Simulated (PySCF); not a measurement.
AsF3, charge -1, doublet, at a GFN2-xTB geometry (a state made from the parent by changing its charge; the spin is typed, not shown lowest). Base run: M062X/def2-SVP in PySCF.

Here is a job for PySCF.
```python
from pyscf import gto, scf, dft, solvent

mol = gto.Mole()
mol.atom = '''
    F    -0.19021477   -2.01491547    0.05902541
    As   -0.33383984    0.01620001    0.04310150
    F     1.42046161   -0.06892974   -0.18339341
    F    -0.00616741    2.02444517   -0.03367084
'''
mol.basis = 'def2-svp'
mol.charge = -1
mol.spin = 1
mol.verbose = 4
mol.build()

mf = dft.UKS(mol)
mf.xc = 'm062x'
mf.kernel()
```

The base run was repeated with changes; each row names its change, and settings that it needs were set with it.

```tsv
change	ΔE vs base (kcal/mol)
base	0.000
model = IEF-PCM; solvent = methanol; lebedev_order = 11	-59.68
model = IEF-PCM; solvent = toluene	-35.46
model = IEF-PCM; solvent = dichloromethane	-54.83
model = IEF-PCM; solvent = methanol; vdw_scale = 1.4	-53.22
model = SS(V)PE; solvent = methanol	-58.90
model = IEF-PCM; solvent = methanol	-60.00
model = COSMO; solvent = methanol	-59.13
model = C-PCM; solvent = methanol	-60.05
model = ddCOSMO; solvent = methanol	-57.63
model = IEF-PCM; solvent = n-hexane	-28.65
model = IEF-PCM; solvent = methanol; vdw_scale = 1.1	-64.3
```

The base is the gas phase, so ΔE is the electrostatic part of solvation at a fixed geometry, without cavity and dispersion terms.

Open shells are given as the SCF converged; they aren't shown to be the lowest states, and a large step between rows can be another state.

The gas-phase anion may not be bound at this level, which the solvent then changes.
